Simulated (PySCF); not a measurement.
C4HCl2F, SMILES ClC(=C(C#C)F)Cl.

Coordinates come from a PBE0-D3(BJ)/def2-SVP optimisation. The structure was generated by enumeration, and PubChem lists no compound with its InChIKey, so it may never have been made.

These are SMD-PBE0/def2-SVP (PySCF) values and carry that method's errors.

Solvation free energies are E(SMD) − E(gas) at the gas-phase geometry, for 1 M in both phases. In vacuum the dipole moment is 1.52 D.

Computed solvation free energies in water, toluene, tetrahydrofuran:
```csv
solvent,ΔG(solv) (kcal/mol),its non-electrostatic (CDS) part,dipole (D)
water,1.7,4.8,2.03
toluene,-2.8,-1.3,1.77
tetrahydrofuran,-2.6,-0.1,1.94
```
